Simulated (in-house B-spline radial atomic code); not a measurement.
Configurations of Br⁺, with energies counted from [Ar] 3d10 4s2 4p4. Level of theory: scalar-relativistic (X2C) LDA PW92, spin-polarised, spherical fractional occupations, Fermi nucleus of rms radius 4.1629 fm; calculated with a radial B-spline atomic code at the basis-set limit. Shells without spins written out take the highest spin.

Occupations are held fixed; configurations that lie above the ionisation limit could autoionise.

```json
{"configuration": "[Ar] 3d10 4s2 4p3 5d1", "E - E(ref) (eV)": "17.146", "highest orbital": "5d up", "its <r> (bohr)": "7.981"}
{"configuration": "[Ar] 3d10 4s2 4p3 4f1", "E - E(ref) (eV)": "18.061", "highest orbital": "4f up", "its <r> (bohr)": "8.261"}
{"configuration": "[Ar] 3d10 4s(1 up, 0 down) 4p(2 up, 2 down) 5s(0 up, 1 down)", "E - E(ref) (eV)": "26.958", "highest orbital": "5s down", "its <r> (bohr)": "4.264"}
{"configuration": "[Ar] 3d10 4s1 4p4 5f1", "E - E(ref) (eV)": "32.847", "highest orbital": "5f up", "its <r> (bohr)": "14.15"}
{"configuration": "[Ar] 3d(5 up, 4 down) 4s2 4p(2 up, 3 down)", "E - E(ref) (eV)": "66.282", "highest orbital": "4p up", "its <r> (bohr)": "1.859"}
{"configuration": "[Ar] 3d9 4s2 4p4 5p1", "E - E(ref) (eV)": "82.551", "highest orbital": "5p up", "its <r> (bohr)": "5.049"}
{"configuration": "[Ne] 3s2 3p5 3d10 4s2 4p5", "E - E(ref) (eV)": "172.51", "highest orbital": "4p down", "its <r> (bohr)": "1.866"}
```

Task: Order these further configurations by energy, lowest first.
A. [Ne] 3s2 3p(2 up, 3 down) 3d10 4s2 4p(2 up, 2 down) 5p(0 up, 1 down)
B. [Ne] 3s2 3p5 3d10 4s2 4p4 4f1
C. [Ar] 3d10 4s2 4p(1 up, 2 down) 5s(1 up, 0 down)
D. [Ne] 3s2 3p5 3d10 4s2 4p4 5p1
E. [Ar] 3d10 4s2 4p(2 up, 2 down)

Result: E (0.75332 eV), C (13.467 eV), D (188.98 eV), A (190.03 eV), B (193.18 eV).

Task: How far above the reference does [Ar] 3d10 4s1 4p4 4f1 lie?

Result: 31.666 eV; its least bound orbital is 4f up with <r> = 8.226 bohr.

Task: How far above the reference does [Ne] 3s2 3p5 3d10 4s2 4p4 5s1 lie?

Result: 186.26 eV; its least bound orbital is 5s up with <r> = 4.126 bohr.

Task: How far above the reference does [Ne] 3s2 3p5 3d10 4s2 4p4 5f1 lie?

Result: 194.36 eV; its least bound orbital is 5f up with <r> = 14.26 bohr.
